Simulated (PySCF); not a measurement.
Gas-phase reaction: 4 CH3CHF2 ⇌ C2HF5 + 3 H2 + 3 CH2CHF

Method: PySCF energies plus ideal-gas RRHO corrections (1 bar). † marks an energy on the PBE0/def2-TZVP geometry and frequencies; other levels use their own. MP2 freezes the core. 6-31G* has spherical d functions here. All species are closed-shell singlets. B3LYP is the form with VWN-RPA correlation. MP2 isn't extrapolated to the basis-set limit.

```tsv
level	ΔH°(298 K), kJ
B3LYP/def2-TZVP†	___
HF/6-31G*	521
MP2/def2-SVP†	508
MP2/def2-TZVPP†	___
PBE0/def2-QZVP†	512
PBE0/def2-SVP†	536
r2SCAN/def2-TZVP†	___
LDA/def2-TZVP†	___
ωB97X-V/def2-TZVP†	510
```

Q: Fill in the missing entries.

A: 
- B3LYP/def2-TZVP†, ΔH°(298 K), kJ: 449
- MP2/def2-TZVPP†, ΔH°(298 K), kJ: 494
- r2SCAN/def2-TZVP†, ΔH°(298 K), kJ: 481
- LDA/def2-TZVP†, ΔH°(298 K), kJ: 553
